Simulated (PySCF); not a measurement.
A geometry optimisation, step by step.

Species: CH₆GeNP.
SMILES with atom numbers: `[CH2:1]=[N:2][GeH2:3][PH2:4]` (hydrogens: H5, H6 on C1; H7, H8 on Ge3; H9, H10 on P4)

Method: PBE0-D3(BJ)/def2-SVP geometry optimisation, gas phase in PySCF; density fitting, grid level 1; the optimiser is geomeTRIC in internal coordinates, started from a GFN2-xTB structure with every atom displaced at random (about 0.01 Å). The frame can shift and turn from step to step; on so coarse a grid that alone can change the energy by a few meV, and forces under 0.02 eV/Å are noise.

Step 0: E = -68405.4179 eV, largest atomic force 2.173 eV/Å
```
atom  x, y, z in Å  |  force x, y, z in eV/Å
C1     -1.583    0.590    0.968   -1.399   1.663  -0.038
N2     -1.010    0.396   -0.115    0.666   0.129  -1.212
Ge3     0.206   -0.908   -0.538    0.649   0.083   0.380
P4      2.317    0.074   -0.849   -0.123  -0.889  -0.113
H5     -1.509    0.010    1.865    0.236  -0.873   1.176
H6     -2.290    1.466    1.026    0.278  -0.438   0.209
H7      0.266   -2.059    0.471    0.091  -0.156   0.335
H8     -0.308   -1.450   -1.823   -0.205  -0.352  -0.920
H9      1.705    1.180   -1.439   -0.265   0.619  -0.453
H10     2.256    0.680    0.413    0.071   0.215   0.636
```

Step 1: E = -68405.5626 eV, largest atomic force 0.579 eV/Å
```
atom  x, y, z in Å  |  force x, y, z in eV/Å
C1     -1.585    0.925    0.992    0.292  -0.289   0.408
N2     -1.027    0.787   -0.131    0.002  -0.121  -0.102
Ge3     0.145   -0.624   -0.519   -0.186   0.021  -0.088
P4      2.247    0.335   -0.777   -0.122   0.125   0.092
H5     -1.474    0.229    1.868   -0.041   0.112  -0.300
H6     -2.212    1.808    1.207   -0.117   0.070  -0.114
H7      0.167   -1.693    0.616   -0.020   0.109  -0.123
H8     -0.316   -1.241   -1.873    0.086   0.136   0.325
H9      1.660    1.488   -1.400    0.088  -0.097   0.039
H10     2.190    0.927    0.531    0.018  -0.066  -0.136
```

Step 2: E = -68405.5785 eV, largest atomic force 0.300 eV/Å
```
atom  x, y, z in Å  |  force x, y, z in eV/Å
C1     -1.577    0.919    1.001   -0.189  -0.201   0.117
N2     -1.027    0.803   -0.128    0.027   0.047  -0.092
Ge3     0.139   -0.599   -0.509    0.042   0.078  -0.024
P4      2.254    0.322   -0.781   -0.027  -0.020   0.021
H5     -1.469    0.198    1.845    0.041   0.079  -0.026
H6     -2.264    1.764    1.201    0.072   0.039   0.000
H7      0.148   -1.656    0.623    0.000  -0.003   0.017
H8     -0.329   -1.215   -1.836    0.000  -0.005   0.004
H9      1.703    1.478   -1.416    0.022  -0.009  -0.008
H10     2.215    0.925    0.515    0.012  -0.004  -0.008
```

Step 3: E = -68405.5817 eV, largest atomic force 0.129 eV/Å
```
atom  x, y, z in Å  |  force x, y, z in eV/Å
C1     -1.596    0.899    0.998   -0.028   0.116   0.050
N2     -1.042    0.803   -0.131   -0.021   0.022  -0.024
Ge3     0.137   -0.585   -0.509    0.060   0.034  -0.001
P4      2.259    0.318   -0.778   -0.011  -0.057   0.003
H5     -1.468    0.188    1.844    0.006  -0.048   0.007
H6     -2.264    1.756    1.210   -0.015  -0.040   0.001
H7      0.141   -1.637    0.626    0.013  -0.024   0.039
H8     -0.327   -1.208   -1.829   -0.014  -0.041  -0.080
H9      1.730    1.474   -1.428    0.002   0.021  -0.020
H10     2.224    0.931    0.511    0.008   0.018   0.027
```

Step 4: E = -68405.5830 eV, largest atomic force 0.065 eV/Å
```
atom  x, y, z in Å  |  force x, y, z in eV/Å
C1     -1.605    0.898    1.001    0.064  -0.004  -0.012
N2     -1.049    0.812   -0.130   -0.044   0.044  -0.013
Ge3     0.136   -0.575   -0.509    0.016   0.013   0.002
P4      2.263    0.311   -0.775   -0.006  -0.029   0.006
H5     -1.463    0.176    1.834   -0.034  -0.013   0.045
H6     -2.285    1.743    1.221   -0.006  -0.021  -0.010
H7      0.138   -1.624    0.632    0.007  -0.003   0.009
H8     -0.326   -1.205   -1.831   -0.002  -0.008  -0.023
H9      1.753    1.468   -1.439    0.004   0.010  -0.011
H10     2.233    0.936    0.510    0.001   0.010   0.009
```

Step 5: E = -68405.5832 eV, largest atomic force 0.103 eV/Å
```
atom  x, y, z in Å  |  force x, y, z in eV/Å
C1     -1.615    0.889    1.008   -0.022   0.000  -0.101
N2     -1.056    0.824   -0.124    0.003  -0.037   0.071
Ge3     0.136   -0.559   -0.510   -0.027  -0.030   0.009
P4      2.272    0.303   -0.774    0.003   0.015   0.010
H5     -1.483    0.163    1.840    0.035  -0.018  -0.014
H6     -2.312    1.720    1.226   -0.003   0.031   0.022
H7      0.139   -1.607    0.635    0.002   0.017  -0.031
H8     -0.323   -1.196   -1.835    0.011   0.033   0.046
H9      1.788    1.461   -1.456    0.006  -0.010   0.004
H10     2.249    0.943    0.505   -0.007  -0.002  -0.016
```

Step 6: E = -68405.5837 eV, largest atomic force 0.033 eV/Å
```
atom  x, y, z in Å  |  force x, y, z in eV/Å
C1     -1.617    0.888    1.005    0.001  -0.008  -0.032
N2     -1.056    0.823   -0.125    0.004   0.001   0.020
Ge3     0.136   -0.559   -0.508   -0.009  -0.010  -0.001
P4      2.272    0.304   -0.771    0.002   0.003   0.008
H5     -1.481    0.155    1.831    0.002  -0.001   0.007
H6     -2.308    1.722    1.230   -0.002   0.003   0.005
H7      0.137   -1.606    0.636    0.002   0.002  -0.007
H8     -0.322   -1.193   -1.832    0.002   0.010   0.004
H9      1.788    1.460   -1.457    0.002  -0.004  -0.001
H10     2.245    0.947    0.506   -0.003   0.004  -0.004
```

Step 7: E = -68405.5838 eV, largest atomic force under 0.02 eV/Å
```
atom  x, y, z in Å  |  force x, y, z in eV/Å
C1     -1.619    0.885    1.004    0.004  -0.001  -0.001
N2     -1.056    0.824   -0.125    0.001   0.000   0.002
Ge3     0.137   -0.558   -0.508    0.000  -0.001  -0.001
P4      2.274    0.305   -0.766    0.004   0.000   0.007
H5     -1.482    0.151    1.829   -0.006   0.000   0.002
H6     -2.311    1.718    1.231    0.000  -0.003   0.000
H7      0.136   -1.607    0.633    0.001  -0.003  -0.002
H8     -0.319   -1.189   -1.833   -0.001   0.004  -0.004
H9      1.792    1.459   -1.458    0.000  -0.002  -0.003
H10     2.242    0.952    0.507   -0.003   0.004   0.000
```

**Question.** Summarise the path.

**Answer.** The energy falls by 3.83 kcal/mol from step 0 to step 7; nine tenths of that is first reached at step 2. It falls at every step. The largest force goes from 2.173 to under 0.02 eV/Å. Among the bonds Ge3–H8 changes most, from 1.487 to 1.537 Å; the atoms move by 0.126 Å rms after alignment.

What follows is the cost of the whole optimisation. The run took 33 s wall on one thread of an Arm Neoverse V2, shared host with 96 logical CPUs at a one-minute load of 62, and the process peaked at 0.51 GiB of memory.
